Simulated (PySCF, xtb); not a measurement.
bromine monochloride cation (BrCl), SMILES ClBr (connectivity only; charge and spin as stated), charge +1, multiplicity 2.

Geometry: r2SCAN-D4/def2-TZVP. The multiplicity is an assumed one; other spin states were not compared.

These are IEF-PCM-M06-2X/def2-TZVPD (PySCF 2.14.0) values and carry that method's errors.

The values are the electrostatic part of the solvation free energy, E(continuum) − E(gas) at the gas-phase geometry, in a cavity of scaled van der Waals radii (PySCF's table); cavitation and dispersion terms are not included.

```csv
solvent,ε,ΔG(elec) (kcal/mol)
water,78.36,-65.4
2-propanol,19.26,-62.8
ethylethanoate,5.99,___
```

**Question.** What belongs in the gaps? (An estimate is asked for; the answer gives what the named calculation found.)

**Answer.** 
- ethylethanoate, ΔG(elec) (kcal/mol): -55.1

For comparison, GFN2-xTB/ALPB(water) (xtb, at the GFN2-xTB geometry, all terms of that model) gives -56.2 kcal/mol.
